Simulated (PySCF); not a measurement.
# NbO: energy against distance

Set-up: basis Nb cc-pVDZ-PP with ECP28, O cc-pVDZ; scalar-relativistic core potentials; PySCF 2.14. Energies in eV from Nb (4d4 5s1) + O in their ground configurations at the same level. State: ⁴Σ⁻ (quartet), unpaired electrons σ ↑, δ ↑↑.

All columns are PBE0. A positive dipole means Nb(−)O(+).

```tsv
R (Å)	E (eV)	μ (D)	Mulliken charge on Nb (basis-dependent)	HOMO (eV)	LUMO (eV)	Mayer bond order	⟨S²⟩
1.452	-5.201	-1.69	0.03	-4.92	-1.73	2.67	3.76
1.520	-6.359	-2.32	0.10	-5.09	-1.85	2.62	3.76
1.588	-7.008	-2.90	0.17	-5.23	-1.96	2.58	3.77
1.638	-7.239	-3.31	0.21	-5.34	-2.03	2.54	3.77
1.689	-7.301	-3.69	0.25	-5.43	-2.10	2.51	3.78
1.740	-7.229	-4.04	0.28	-5.52	-2.16	2.48	3.79
1.807	-6.978	-4.47	0.32	-5.62	-2.27	2.43	3.81
1.892	-6.493	-4.93	0.35	-5.73	-2.49	2.37	3.85
1.993	-5.779	-5.33	0.37	-5.82	-2.69	2.29	3.96
2.128	-4.776	-5.56	0.36	-5.86	-2.87	2.13	4.19
```

A fit through these points gives, at Re = 1.685 Å, μ = -3.66 D and dμ/dR = -7.27 D/Å; the reduced mass is 13.65 u.

Problem. How strong is the fundamental in the double-harmonic approximation, I = 42.26·(dμ/dR)²/μred km/mol?

Solution. I = 42.26·(-7.27)²/13.65 = 164 km/mol at PBE0.

The metal atom is held in its measured ground configuration; semilocal functionals can put another filling of s and d lower by some tenths of an eV, and De to that atom would be smaller. ⟨S²⟩ of the unrestricted solution departs from its pure value on part of the curve, where spin states mix. These are scalar-relativistic numbers at best; spin–orbit coupling would shift them, the dissociation energy most. With d or f electrons several states lie close, and the lowest PBE0 determinant need not be the measured ground state.
